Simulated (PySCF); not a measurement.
**Ti⁻ (titanium, charge -1) across methods**

[Ar] 3d3 4s2, high-spin 4F determinant. Calculation: PySCF 2.14, in aug-cc-pwCVTZ (10s9p7d4f3g, 127 functions); no relativity, point nucleus.

| method | E (hartree) | mean ε 3d α (eV) | mean ε 4s α (eV) | mean ε 4s β (eV) | Σ⟨r²⟩ (bohr²) | ⟨S²⟩ |
| --- | --- | --- | --- | --- | --- | --- |
| UHF | -848.38415 | -3.735 | -1.760 | 0.178 | 123.7 | 4.154 |
| BP86 | -849.500 | 1.724 | 0.211 | 0.824 | 89.03 | 3.785 |
| LDA | -847.346 | 1.806 | 0.211 | 0.853 | 88.58 | 3.785 |
| wB97X-V | -849.244 | -1.192 | -1.213 | -0.633 | 86.49 | 3.771 |
| wB97M-V | -849.321 | -1.178 | -1.166 | -0.617 | 85.24 | 3.761 |
| PBE0 | -849.182 | 0.796 | -0.051 | 0.606 | 89.01 | 3.794 |
| r2SCAN | -849.353 | 1.498 | 0.065 | 0.878 | 93.95 | 3.910 |
| PBE | -849.159 | 1.831 | 0.331 | 0.941 | 89.81 | 3.781 |

The highest occupied level is positive at UHF, BP86, LDA, PBE0, r2SCAN, PBE: only the finite basis holds that electron, at UHF too, so the state is unbound at these levels.
